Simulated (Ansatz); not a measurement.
```yaml
atoms:
  - { symbol: Si, position_ang: [0.0000, 0.0000, 0.0731] }
  - { symbol: H, position_ang: [1.3105, 0.0000, -0.3412] }
  - { symbol: H, position_ang: [-0.6552, 1.1349, -0.3412] }
  - { symbol: H, position_ang: [-0.6552, -1.1349, -0.3412] }
```

Basis set: def2-TZVP (spherical functions). Correlated methods keep 5 orbitals frozen. Charge 0, multiplicity 2.

Computed with Ansatz (development build ahead of 0.2.0); each method stands on the lowest determinant of its kind that the runs found.

The atomization energy at this shape (free ground-state atoms in the same class of orbitals less the molecule, no zero-point energy) of doublet SiH3:

```tsv
method	atomization energy
UHF	171.88 kcal/mol
```

Q: What does UHF-MP2 give?

A: 204.58 kcal/mol. Caution: the shape is not the minimum.
